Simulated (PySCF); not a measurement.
C₃H₁₄Si₃, SMILES C[C@@H]([SiH2][SiH3])C[SiH3]. Heavy atoms are numbered as in [CH3:1][C@H:2]([CH2:3][SiH3:4])[SiH2:5][SiH3:6]. Hydrogens are named by the atom that carries them.

Coordinates come from a PBE0-D3(BJ)/def2-SVP optimisation. The structure was generated by enumeration; whether it is a known compound was not checked. One conformer was computed; it need not be the lowest.

Calculation: PBE0/def2-TZVP (PySCF).

ESP charges are fitted to the potential on shells at 1.4 to 2.0 van der Waals radii. Atomic charges (e), one atom of each kind:

```
atom        Löwdin  Mulliken    IAO  ESP fit
----------  ------  --------  -----  -------
C1 (CH3)     -0.31     -0.38  -0.41    -0.73
C2 (CH)      -0.42     -0.16  -0.34     0.36
C3 (CH2)         ?     -0.34  -0.54    -0.42
Si4 (SiH3)    0.24      0.14   0.60     0.21
Si5 (SiH2)       ?      0.10   0.45     0.12
Si6 (SiH3)       ?     -0.01   0.27     0.02
H on C1       0.13      0.13   0.14     0.18
H on C2       0.16      0.11   0.14     0.03
H on C3          ?      0.13   0.15     0.13
H on Si4         ?     -0.03  -0.12    -0.07
H on Si5     -0.02     -0.01  -0.11    -0.05
H on Si6         ?     -0.01  -0.10    -0.03
```

### Question
Fill in the missing entries. (The exact figures need the calculation; the answer reports its results.)

### Answer

- C3 (CH2), Löwdin: -0.41
- Si5 (SiH2), Löwdin: 0.18
- Si6 (SiH3), Löwdin: 0.10
- H on C3, Löwdin: 0.15
- H on Si4, Löwdin: -0.03
- H on Si6, Löwdin: -0.03

Computed Mayer and Wiberg (Löwdin basis) orders of the bonds:
```
bond     Mayer  Wiberg
-------  -----  ------
C1–C2     0.97    1.25
C2–C3     0.98    1.22
C3–Si4    1.00    1.17
C2–Si5    0.98    1.06
Si5–Si6   0.96    1.13
```
